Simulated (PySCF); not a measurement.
# Ni: excitation energy

Ni [Ar] 3d8 4s2 (3F) → Ni [Ar] 3d7 4s2 5s1 (5F), as a difference of total energies. Calculation: PySCF 2.14, in x2c-TZVPPall with one added diffuse shell each of s, p, d, f type (7s6p5d3f1g, 80 functions); scalar relativity by spin-free X2C-1e. Correlated levels: valence: [Ar] frozen; valence and next inner shell: [Ne] frozen. The calculations carry no spin-orbit coupling.

| method | excitation energy (eV) |
| --- | --- |
| UHF | 8.907 |
| LDA | 12.146 |
| PBE | 11.738 |
| PBE0 | 11.241 |
| r2SCAN | 11.666 |
| wB97X-V | 11.463 |
| TPSS | 11.508 |
| revPBE | 11.655 |
| PW91 | 11.833 |
| MP2 (valence) | 11.083 |
| SCS-MP2 (valence) | 11.018 |
| MP2 (valence and next inner shell) | 11.490 |
| SCS-MP2 (valence and next inner shell) | 11.280 |

Question: How much does correlation contribute at MP2 (valence and next inner shell)?

Answer: 11.490 − (8.907) = 2.583 eV, measured against UHF.

A first-order spin-orbit estimate (lowest level to lowest level, LS coupling) adds -0.012 eV.

The upper state lies above the first ionisation limit, but in LS coupling its spin forbids autoionisation to the ground ion. A Rydberg-like electron needs more diffuse functions than a valence basis has.

The promoted electron is Rydberg-like, and one or two diffuse shells describe it only roughly, which tends to raise the upper state.
